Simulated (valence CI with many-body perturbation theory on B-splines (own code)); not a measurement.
Sensitivity of CI+MBPT for Ru38+

Computed by relativistic CI+MBPT: four valence electrons over a frozen Dirac-Fock core [He], radial functions for each j: 6 s, 6 p, 5 d, 3 f, 1 g, with the one-electron correlation potential Σ1, the two-electron term Σ2, the three-electron term Σ3, Breit, model QED; selected CI, second order for the rest (own B-spline code, finite nucleus).

No measured spectrum was set against this ion. As an estimate, large intervals hold to a few tenths of a per cent, small ones and those within an open d or f shell to about a per cent.

The reference run has the lowest level (2s^2 2p1/2^2) J=0 and an ionisation energy of 5656.50 eV. Its largest variational space holds 10000 state functions.

Levels are named by their leading jj configuration (3d3/2^4 stands for four electrons in 3d with j = 3/2), which in mixed levels can hold well under half, so a name can repeat and another be missing. Letters in brackets count levels of one name in rising energy.

Changed runs:
A. shift of the energy in Σ1 (hartree) 0 → 19.6
B. Davidson tolerance 2e-05 → 0.001
C. factor on the speed of light 1 → 10; QED terms on → off
D. start configuration 2s2 2p2 → 2s4 (bad on purpose)

Excitation energies of the reference run in cm⁻¹, and shifts in cm⁻¹:

```tsv
Level	Reference	A	B	C
(2s^2 2p1/2 2p3/2) J=1	1039520	+6.1	0	-1035658
(2s^2 2p1/2 2p3/2) J=2	1144390	+6.2	0	
(2s 2p1/2^2 2p3/2) J=2	2137300	-13	0	-1586046
(2s^2 2p3/2^2) J=2	2258340	+12	0	
(2s^2 2p3/2^2) J=0	2507210	+12	0	-2106315
(2s 2p1/2^2 2p3/2) J=1	2542240	-13	0	-1445699
(2s 2p1/2 2p3/2^2) J=2 [a]	3137880	-8.1	0	-2041421
(2s 2p1/2 2p3/2^2) J=3	3351550	-7.7	0	-2255053
(2s 2p1/2 2p3/2^2) J=0	3574320	-7.5	0	-2286522
(2s 2p1/2 2p3/2^2) J=1 [a]	3655850	-7.5	0	-2368061
(2s 2p1/2 2p3/2^2) J=2 [b]	3734790	-7.5	0	
(2s 2p1/2 2p3/2^2) J=1 [b]	3780730	-7.8	0	-2157902
Ionisation energy (eV)	5656.50	+0.0064	0	-147.25
```

A blank means that the level has no clear partner in that run.

No effect on these energies: B.

Run D: It gave no result: a shell was given more electrons than it holds. The program said: "a valence shell holds more than 4l+2 electrons".
